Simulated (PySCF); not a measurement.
Sb(F)(OH)2 (FH2O2Sb), SMILES [Sb]([OH])([F])[OH].

The structure is a stationary point at B3LYP-D3(BJ)/def2-SVP. The def2 effective core potentials stand for the cores of Sb; spin–orbit coupling is left out. The values are those of a single conformer.

Method: C-PCM-ωB97X/def2-SVP (PySCF).

The values are the electrostatic part of the solvation free energy, E(continuum) − E(gas) at the gas-phase geometry, in a cavity of scaled van der Waals radii (PySCF's table); cavitation and dispersion terms are not included. A continuum can't describe solvent molecules that bind to the metal. In vacuum the orbital gap is 11.81 eV. The dipole moment in vacuum is 0.76 D.

Computed values in water (ε = 78.36), toluene (ε = 2.37), acetone (ε = 20.49):
```json
[
 {"solvent": "water", "ε": "78.36", "ΔG(elec) (kcal/mol)": "-9.8", "dipole (D)": "0.94", "gap (eV)": "11.89"},
 {"solvent": "toluene", "ε": "2.37", "ΔG(elec) (kcal/mol)": "-5.6", "dipole (D)": "0.85", "gap (eV)": "11.86"},
 {"solvent": "acetone", "ε": "20.49", "ΔG(elec) (kcal/mol)": "-9.5", "dipole (D)": "0.93", "gap (eV)": "11.89"}
]
```
